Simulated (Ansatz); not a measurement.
One change: `C[CH2][GaH][Cl]` becomes `C=C[CH2][GaH][Cl]`.

Ansatz, PBE0-D4/def2-TZVP geometries, multiplicity 1. Each molecule was computed in one conformer, which needn't be the lowest.

Scalar relativity is left out up to krypton.

```json
{"property": "LUMO energy (ωB97M-V/def2-TZVPP) / eV", "`C[CH2][GaH][Cl]`": "0.33"}
{"property": "HOMO–LUMO gap (ωB97M-V/def2-TZVPP) / eV", "`C[CH2][GaH][Cl]`": "10.32"}
{"property": "LUMO energy (B3LYP/def2-TZVPP) / eV", "`C[CH2][GaH][Cl]`": "-1.63"}
{"property": "HOMO–LUMO gap (B3LYP/def2-TZVPP) / eV", "`C[CH2][GaH][Cl]`": "5.97"}
{"property": "HOMO–LUMO gap (PBE/def2-TZVPP) / eV", "`C[CH2][GaH][Cl]`": "4.43"}
{"property": "HOMO energy (ωB97M-V/def2-TZVPP) / eV", "`C[CH2][GaH][Cl]`": "-9.99"}
```

Question: Give the same properties after the change, and the shifts. (Best estimate.)

Answer: Computed: 
| property | `C=C[CH2][GaH][Cl]` | shift |
| --- | --- | --- |
| LUMO energy (ωB97M-V/def2-TZVPP) / eV | 0.37 | 0.04 |
| HOMO–LUMO gap (ωB97M-V/def2-TZVPP) / eV | 9.54 | -0.78 |
| LUMO energy (B3LYP/def2-TZVPP) / eV | -1.62 | 0.01 |
| HOMO–LUMO gap (B3LYP/def2-TZVPP) / eV | 5.24 | -0.73 |
| HOMO–LUMO gap (PBE/def2-TZVPP) / eV | 3.85 | -0.58 |
| HOMO energy (ωB97M-V/def2-TZVPP) / eV | -9.18 | 0.81 |

The zero-point energy changes by 13.9 kJ/mol with +3 modes.

B3LYP here is the variant with VWN-RPA as its local correlation; programs differ in this.
